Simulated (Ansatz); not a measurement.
Energy needed to pull apart SnH$_{3}$F (SMILES [F][SnH3]), singlet, into free ground-state atoms, from the structure below (displaced at random from a GFN2-xTB minimum); no zero-point or spin–orbit terms; open-shell atoms are treated unrestricted, in their ground-state multiplicity.

```
5
angstrom
F -1.2719 0.7671 1.0648
Sn 0.1800 -0.0551 -0.1840
H -0.4797 -0.1157 -1.6339
H 0.3536 -1.4986 0.5378
H 1.5681 0.8758 0.1602
```

Computed with Ansatz 0.2.0 (basis: def2-TZVPP); correlated methods freeze the cores. Filled d shells of the heavier atoms are correlated. Core potentials replace the inner electrons of the atoms past krypton. The def2 sets are not built for correlating such inner shells, so the correlated values are less sure here.

```tsv
method	atomization energy (eV)
PBE-D4	12.55
r2SCAN-D4	12.56
PBE0-D4	12.25
r2SCAN0-D4	12.24
BHLYP-D4	12.14
wB97M-V	12.61
HF	?
MP2	12.26
CCSD	?
CCSD(T)	12.42
```

What does CCSD give? (To be estimated.)

By the calculation: 12.24 eV, which is about 0.18 eV less than CCSD(T)/def2-TZVPP.

What does HF give? (Judge from chemistry; the value comes from the calculation.)

The calculation gives: 8.67 eV, which is about 3.75 eV less than CCSD(T)/def2-TZVPP.

In triple zeta the MP2 and coupled-cluster atomization energies are still short of their basis limit by a few kcal/mol a bond, whereas those of the functionals are nearly converged, so these differences are not deviations from converged CCSD(T).

T1 diagnostic: at most 0.015.

For scale, one of the runs: CCSD(T)/def2-TZVPP forces, 123 basis functions (an equivalent command: `ansatz run in.yaml --threads 4`). The run took 36 s on 4 CPU threads (shared host), with 1.1 GiB of host memory at its peak.
